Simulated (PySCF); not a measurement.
Diphenyl sulfide, C12H10S, SMILES c1ccc(Sc2ccccc2)cc1, GFN2-xTB optimised geometry.

```
23

C      0.69     3.65     0.00
C      1.38     2.46     0.00
C      0.71     1.25    -0.01
C     -0.68     1.25     0.00
S     -1.61    -0.27    -0.06
C     -0.64    -1.34     0.98
C     -0.55    -2.68     0.64
C      0.16    -3.55     1.46
C      0.76    -3.08     2.61
C      0.65    -1.74     2.95
C     -0.06    -0.87     2.15
C     -1.39     2.45    -0.01
C     -0.70     3.65    -0.01
H      1.23     4.59     0.01
H      2.46     2.46     0.00
H      1.25     0.32    -0.02
H     -1.02    -3.03    -0.26
H      0.23    -4.59     1.19
H      1.32    -3.76     3.24
H      1.12    -1.37     3.86
H     -0.15     0.17     2.43
H     -2.46     2.43    -0.02
H     -1.24     4.58    -0.02
```

Density from CAM-B3LYP/def2-SVP run with PySCF 2.14.0 at that geometry.

Minimum of the electron density along straight lines between bonded atoms, close to the bond critical point (lines longer than 1.1 times the sum of covalent radii, or with two minima, are not listed):

```csv
bond,length / Å,ρ at the minimum / e bohr⁻³,∇²ρ there / e bohr⁻⁵,position (fraction from the first atom)
C1–C2,1.386,0.314,-0.82,0.50
C2–C3,1.383,0.315,-0.82,0.50
C3–C4,1.388,0.312,-0.80,0.49
C4–S5,1.777,0.196,-0.40,0.47
S5–C6,1.777,0.196,-0.40,0.53
C6–C7,1.388,0.312,-0.80,0.51
C7–C8,1.383,0.315,-0.82,0.50
C8–C9,1.385,0.314,-0.82,0.50
C9–C10,1.386,0.314,-0.82,0.50
C6–C11,1.388,0.312,-0.80,0.51
C10–C11,1.383,0.315,-0.82,0.50
C4–C12,1.388,0.312,-0.80,0.51
C1–C13,1.385,0.314,-0.82,0.50
C12–C13,1.383,0.315,-0.82,0.50
C1–H14,1.080,0.284,-1.09,0.63
C2–H15,1.080,0.284,-1.09,0.63
C3–H16,1.080,0.285,-1.11,0.64
C7–H17,1.079,0.285,-1.10,0.64
C8–H18,1.080,0.284,-1.09,0.63
C9–H19,1.080,0.284,-1.09,0.63
C10–H20,1.080,0.284,-1.09,0.63
C11–H21,1.080,0.285,-1.11,0.64
C12–H22,1.079,0.285,-1.10,0.64
C13–H23,1.080,0.284,-1.09,0.63
```
